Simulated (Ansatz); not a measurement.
Al₈As₈H₂₂, a nanocrystal cut from wurtzite AlAs (hydrogen-capped): single points at one geometry.

```yaml
crystal:
  periodic: [false, false, false]
  atoms:
    - {symbol: Al, position_ang: [0.534121, -4.508214, -1.463359]}
    - {symbol: As, position_ang: [0.509256, -4.230309, 1.080516]}
    - {symbol: As, position_ang: [0.543090, -2.038790, -1.961245]}
    - {symbol: Al, position_ang: [-1.558007, -0.897421, -1.281453]}
    - {symbol: Al, position_ang: [0.535508, -2.011675, 2.251715]}
    - {symbol: As, position_ang: [-1.377961, -0.796167, 1.222583]}
    - {symbol: As, position_ang: [-1.494381, 1.493605, -1.958621]}
    - {symbol: Al, position_ang: [-3.634014, 2.725159, -1.457421]}
    - {symbol: Al, position_ang: [-1.471940, 1.467608, 2.254335]}
    - {symbol: As, position_ang: [-3.408534, 2.553523, 1.085938]}
    - {symbol: Al, position_ang: [2.658629, -1.002559, -1.195942]}
    - {symbol: As, position_ang: [2.450861, -0.780561, 1.273648]}
    - {symbol: As, position_ang: [2.389574, 1.379808, -1.960559]}
    - {symbol: Al, position_ang: [0.462520, 2.804880, -1.193293]}
    - {symbol: Al, position_ang: [2.754609, 1.588048, 2.111584]}
    - {symbol: As, position_ang: [0.551514, 2.511343, 1.275954]}
    - {symbol: H, position_ang: [-0.872638, -5.161990, -1.859531]}
    - {symbol: H, position_ang: [1.962455, -5.139410, -1.820978]}
    - {symbol: H, position_ang: [-0.657225, -5.010648, 1.677074]}
    - {symbol: H, position_ang: [1.627896, -5.057421, 1.704855]}
    - {symbol: H, position_ang: [0.580670, -1.918122, -3.484090]}
    - {symbol: H, position_ang: [-2.882504, -1.660828, -1.745238]}
    - {symbol: H, position_ang: [0.493685, -2.129715, 3.843084]}
    - {symbol: H, position_ang: [-2.621902, -1.514144, 1.739678]}
    - {symbol: H, position_ang: [-1.372211, 1.467314, -3.481587]}
    - {symbol: H, position_ang: [-4.906392, 1.840476, -1.859380]}
    - {symbol: H, position_ang: [-3.460186, 4.278777, -1.807497]}
    - {symbol: H, position_ang: [-1.593574, 1.488967, 3.845845]}
    - {symbol: H, position_ang: [-4.665557, 1.925396, 1.678274]}
    - {symbol: H, position_ang: [-3.572068, 3.932284, 1.716425]}
    - {symbol: H, position_ang: [4.012071, -1.662687, -1.726203]}
    - {symbol: H, position_ang: [3.674158, -1.539575, 1.782454]}
    - {symbol: H, position_ang: [2.356543, 1.361997, -3.486918]}
    - {symbol: H, position_ang: [3.701414, 2.136145, -1.785652]}
    - {symbol: H, position_ang: [0.568983, 4.307452, -1.722120]}
    - {symbol: H, position_ang: [2.767921, 1.594399, 3.712372]}
    - {symbol: H, position_ang: [3.906846, 2.253445, 1.208157]}
    - {symbol: H, position_ang: [0.506768, 3.949623, 1.786607]}
basis:
  gaussian: {orbitals: def2-SVP, fitting: {mean_field: def2-universal-jkfit}, initial_orbitals: start.molden}
hamiltonian: {xc: pbe0, dispersion: d4}
scf: {omitted_lower_state_checks: [starts]}
output: {forces: true, orbitals: {seedname: orbitals}}
```

The file start.molden holds the orbitals of an earlier run on this structure, at another level or in another basis.

```sh
$ ansatz run in.yaml --threads 2 --pin off --events-out ev --progress --plain --max-ram 20480MiB --backend cuda --devices 0, --max-vram 18GiB
```

Shortened log:

```
Functional definition: PBE0
3548 factors; integrals over basis functions are off by at most 3.7e-1 eV
mean field evaluation 1: about -539715.7439 eV, gradient 1.6e1 eV
mean field evaluation 2: about -539716.1943 eV, gradient 4.8e-1 eV
mean field evaluation 4: about -539716.1937 eV, gradient 1.9e-3 eV
mean field -539716.19374549 eV, -19834.2042873711 hartree, gradient 1.7e-5 eV, S^2 0.000000; 0 other end points of the search recorded, 0 dependent functions left out
reference -539716.19381481 eV, -19834.2042899187 hartree; 195, 195 occupied and 315, 315 virtual orbitals, 3548 factors
Total energy: -539718.52153823 eV, -19834.2898321767 hartree
Atom 0 at     0.534121    -4.508214    -1.463359 Å, force    -0.001688    -0.003992    -0.009804 eV/Å
Atom 1 at     0.509256    -4.230309     1.080516 Å, force    -0.002473    -0.230558     0.211107 eV/Å
Atom 2 at     0.543090    -2.038790    -1.961245 Å, force     0.008629     0.022937    -0.197732 eV/Å
Atom 3 at    -1.558007    -0.897421    -1.281453 Å, force    -0.013395    -0.007901     0.016898 eV/Å
Atom 4 at     0.535508    -2.011675     2.251715 Å, force    -0.007609     0.016520     0.009038 eV/Å
Atom 5 at    -1.377961    -0.796167     1.222583 Å, force    -0.152258    -0.087930     0.077258 eV/Å
Atom 6 at    -1.494381     1.493605    -1.958621 Å, force     0.024517    -0.003594    -0.197430 eV/Å
Atom 7 at    -3.634014     2.725159    -1.457421 Å, force    -0.004511     0.000409    -0.009935 eV/Å
Atom 8 at    -1.471940     1.467608     2.254335 Å, force     0.010550    -0.014881     0.009175 eV/Å
Atom 9 at    -3.408534     2.553523     1.085938 Å, force    -0.201204     0.111377     0.211527 eV/Å
Atom 10 at     2.658629    -1.002559    -1.195942 Å, force    -0.005236     0.006285     0.015168 eV/Å
Atom 11 at     2.450861    -0.780561     1.273648 Å, force     0.154620    -0.130071     0.049958 eV/Å
Atom 12 at     2.389574     1.379808    -1.960559 Å, force     0.217894     0.125797    -0.236120 eV/Å
Atom 13 at     0.462520     2.804880    -1.193293 Å, force     0.003123    -0.007441     0.015266 eV/Å
Atom 14 at     2.754609     1.588048     2.111584 Å, force    -0.001489    -0.001060     0.005468 eV/Å
Atom 15 at     0.551514     2.511343     1.275954 Å, force    -0.035468     0.198631     0.050498 eV/Å
Atom 16 at    -0.872638    -5.161990    -1.859531 Å, force     0.120168     0.054307     0.032927 eV/Å
Atom 17 at     1.962455    -5.139410    -1.820978 Å, force    -0.121087     0.051293     0.028901 eV/Å
Atom 18 at    -0.657225    -5.010648     1.677074 Å, force     0.186677     0.150923    -0.113639 eV/Å
Atom 19 at     1.627896    -5.057421     1.704855 Å, force    -0.177367     0.154372    -0.121689 eV/Å
Atom 20 at     0.580670    -1.918122    -3.484090 Å, force    -0.006533    -0.023077     0.264605 eV/Å
Atom 21 at    -2.882504    -1.660828    -1.745238 Å, force     0.120872     0.069595     0.039914 eV/Å
Atom 22 at     0.493685    -2.129715     3.843084 Å, force     0.004494     0.005593    -0.145302 eV/Å
Atom 23 at    -2.621902    -1.514144     1.739678 Å, force     0.212216     0.122580    -0.085578 eV/Å
Atom 24 at    -1.372211     1.467314    -3.481587 Å, force    -0.023261     0.005669     0.264779 eV/Å
Atom 25 at    -4.906392     1.840476    -1.859380 Å, force     0.106994     0.076244     0.033379 eV/Å
Atom 26 at    -3.460186     4.278777    -1.807497 Å, force    -0.016525    -0.130438     0.028265 eV/Å
Atom 27 at    -1.593574     1.488967     3.845845 Å, force     0.006928     0.001252    -0.145339 eV/Å
Atom 28 at    -4.665557     1.925396     1.678274 Å, force     0.223715     0.087732    -0.113308 eV/Å
Atom 29 at    -3.572068     3.932284     1.716425 Å, force     0.046118    -0.230015    -0.122654 eV/Å
Atom 30 at     4.012071    -1.662687    -1.726203 Å, force    -0.124776     0.062007     0.046850 eV/Å
Atom 31 at     3.674158    -1.539575     1.782454 Å, force    -0.205103     0.129259    -0.081943 eV/Å
Atom 32 at     2.356543     1.361997    -3.486918 Å, force    -0.010801    -0.006576     0.287437 eV/Å
Atom 33 at     3.701414     2.136145    -1.785652 Å, force    -0.252508    -0.145404    -0.013218 eV/Å
Atom 34 at     0.568983     4.307452    -1.722120 Å, force    -0.008877    -0.139060     0.046672 eV/Å
Atom 35 at     2.767921     1.594399     3.712372 Å, force     0.005871     0.003547    -0.135416 eV/Å
Atom 36 at     3.906846     2.253445     1.208157 Å, force    -0.090482    -0.052228     0.066465 eV/Å
Atom 37 at     0.506768     3.949623     1.786607 Å, force     0.009266    -0.242102    -0.082450 eV/Å
Dipole moment:    -0.026502    -0.016256     0.003965 e Å
Checks for a lower state left out: starts
```

It took 6 s on 2 threads of AMD EPYC 7R13 on a shared host and a share (18 GiB) of an NVIDIA H100 80GB HBM3, peak host memory 2.5 GiB.

Geometry: PBE-D4/def2-SVP.

Single mean-field runs in def2-SVP are fitted with def2-universal-jkfit.
